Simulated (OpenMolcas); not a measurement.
An OpenMolcas run meant for Tm²⁺ (ANO-R3, X2C; inactive shells 1s 2s 2p 3s 3p 3d 4s 4p 4d 5s 5p; intended active space 13 electrons in 7 orbitals (4f)). One step of its input:

```
&CASPT2
Multistate=7 1 2 3 4 5 6 7
Frozen=34 29
IPEA=0.25
Imaginary=0.1
MaxIter=60
WThr=0.0 0.3 0.05
PrWF=0.5
NoMix
```

Lines from the output:

```
|       MOLCAS_SOURCE = <dir>
  |    MOLCAS_STRUCTURE = 0
  |
   -----------------------------------------------------------------------------------------
++ ---------   Input file   ---------
>>> COPY JOB001 $Project.JobIph
&CASPT2
Multistate=7 1 2 3 4 5 6 7
Frozen=34 29
IPEA=0.25
Imaginary=0.1
MaxIter=60
WThr=0.0 0.3 0.05
PrWF=0.5
NoMix
-- ----------------------------------
>>> COPY JOB001 a.JobIph
*** symbolic link created: INPORB -> a.RasOrb
--- Start Module: caspt2 at  ---
()()()()()()()()()()()()()()()()()()()()()()()()()()()()()()()()()()()()()()()()()()()()()()()()()()
                                              &CASPT2
                                   only a single process is used
                       available to each process: 2.3 GB of memory, 1 thread
()()()()()()()()()()()()()()()()()()()()()()()()()()()()()()()()()()()()()()()()()()()()()()()()()()
 ###    WARNING: User changed nr of frozen orbitals.                         ###
 ###    ERROR: Too many frozen orbitals!                                     ###
--- Stop Module: caspt2 at  /rc=_RC_INPUT_ERROR_ ---
.####################.
.# User input error #.
.####################.
```

Q: What is wrong with the input?

A: More orbitals are frozen than there are inactive ones.
